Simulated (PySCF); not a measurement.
SMILES [SiH3]O[Si](Cl)(Cl)Cl (H3Cl3OSi2) (PBE0/def2-SVP optimised geometry):

```
9

Si    -0.486    -0.325     0.000
O     -1.036    -1.066    -1.394
Si    -1.162    -2.342    -2.381
Cl    -2.006    -3.918    -1.394
Cl    -2.330    -1.840    -3.972
Cl     0.685    -2.899    -3.052
H      1.004    -0.325     0.000
H     -0.996    -1.069     1.186
H     -1.004     1.069     0.000
```

Calculation: PBE0/def2-TZVP (PySCF).

Task: What are the frontier orbital energies and the dipole moment?

Result: HOMO-2 -9.36 eV, HOMO-1 -9.33 eV, HOMO -9.30 eV, LUMO -0.45 eV, LUMO+1 0.14 eV; dipole moment 1.57 D.

Meta-Löwdin charges at PBE0/def2-TZVP: Si1 0.75, O2 -0.82, Si3 1.16, Cl4 -0.27, Cl5 -0.26, Cl6 -0.27, H7 -0.10, H8 -0.10, H9 -0.09.
